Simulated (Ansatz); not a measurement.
`FC(F)(F)C(F)(F)C(F)(F)C(F)(F)C(F)(F)C(F)(F)C(F)(F)C(F)(F)C(F)(F)C(F)(F)CC[S][Au]` with charge -1, relaxed as a doublet with UKS PBE-D4/def2-SVP in Ansatz, starting from the PBE-D4/def2-SVP geometry of the neutral singlet. Force threshold 0.03 eV/Å.

In the def2 sets Au takes a core potential; there is no spin–orbit coupling. Single mean-field runs in def2-SVP are fitted with def2-universal-jkfit. The highest occupied level of the relaxed charge -1 doublet lies above zero (up to 0.76 eV). By energy differences its removal costs 1.56 eV (each at its own geometry, to the charge 0 singlet, at PBE-D4/def2-SVP); self-interaction error and the lack of diffuse functions both raise the level. The relaxation made no stability test and no search for a lower SCF solution. No other spin state of charge -1 was run.

Start:

Cartesian coordinates in Å:
```
F -0.5438 -6.3013 0.6408
C -0.8371 -5.9331 1.8968
F -2.1036 -5.4917 1.9492
F -0.7186 -7.0051 2.6943
C 0.1564 -4.8322 2.3907
F 1.4080 -5.2187 2.0545
F 0.0567 -4.7760 3.7414
C -0.0603 -3.3556 1.8956
F -1.2403 -2.9065 2.3810
F 0.9508 -2.6427 2.4548
C -0.0307 -3.1253 0.3561
F 1.1410 -3.5775 -0.1389
F -1.0496 -3.8399 -0.1926
C -0.2606 -1.6478 -0.1469
F -0.1538 -1.7153 -1.4984
F -1.5221 -1.2858 0.1788
C 0.7266 -0.5472 0.3746
F 1.9811 -1.0477 0.4123
F 0.3389 -0.1912 1.6234
C 0.7310 0.7299 -0.5432
F -0.5539 0.9928 -0.9116
F 1.4714 0.4627 -1.6367
C 1.2982 1.9970 0.1814
F 0.3655 2.4322 1.0695
F 2.4114 1.6313 0.8645
C 1.7084 3.2113 -0.7275
F 2.0656 4.2033 0.1367
F 2.7988 2.8489 -1.4399
C 0.6384 3.7915 -1.7099
F 0.4224 2.8374 -2.6612
F 1.2530 4.8490 -2.3294
C -0.6482 4.2620 -1.0477
C -1.5997 5.0464 -1.9513
S -2.3652 4.1602 -3.3637
Au -3.2746 2.3074 -2.4014
H -1.1720 3.3846 -0.6202
H -0.3469 4.9101 -0.1986
H -1.0532 5.8755 -2.4519
H -2.3893 5.5070 -1.3257
```

Estimate the energy that the relaxation releases and the steps that it takes.

0.20 eV, in 16 steps; 2 min on 2 threads of AMD EPYC 7R13 on a shared host and a share (18 GiB) of an NVIDIA H100 80GB HBM3. The force fell under the threshold at step 6, but the optimiser went on and released 0.010 eV more. No frequencies were taken in this run, so the end may be a saddle point.

Does the start keep its bonding?

By distances, no bond broke or formed. The bond that changes most is S34–Au35, from 2.28 to 2.48 Å (atoms count from 1).

Predict the relaxed structure.


```xyz
39

F    -0.451   -6.332    0.624
C    -0.818   -5.943    1.853
F    -2.095   -5.537    1.834
F    -0.718   -7.004    2.676
C     0.125   -4.816    2.384
F     1.399   -5.189    2.120
F    -0.045   -4.761    3.731
C    -0.092   -3.344    1.875
F    -1.302   -2.924    2.305
F     0.878   -2.620    2.490
C     0.011   -3.124    0.338
F     1.219   -3.564   -0.085
F    -0.956   -3.887   -0.246
C    -0.236   -1.662   -0.203
F    -0.042   -1.758   -1.543
F    -1.519   -1.345    0.047
C     0.694   -0.536    0.361
F     1.956   -1.026    0.474
F     0.238   -0.197    1.592
C     0.728    0.738   -0.559
F    -0.521    0.979   -1.001
F     1.548    0.460   -1.604
C     1.258    2.006    0.190
F     0.306    2.427    1.056
F     2.357    1.634    0.914
C     1.704    3.220   -0.695
F     2.049    4.201    0.193
F     2.830    2.849   -1.360
C     0.679    3.812   -1.717
F     0.509    2.860   -2.676
F     1.366    4.854   -2.315
C    -0.613    4.315   -1.112
C    -1.569    5.010   -2.095
S    -2.508    3.883   -3.195
Au   -3.633    2.490   -1.486
H    -1.162    3.471   -0.644
H    -0.309    5.016   -0.303
H    -0.998    5.721   -2.734
H    -2.269    5.621   -1.486
```
Bond lengths: 21 × C–F 1.34 to 1.38 Å; 11 × C–C 1.51 to 1.58 Å; 1 × C–S 1.83 Å; 1 × Au–S 2.48 Å; 4 × C–H 1.11 Å.
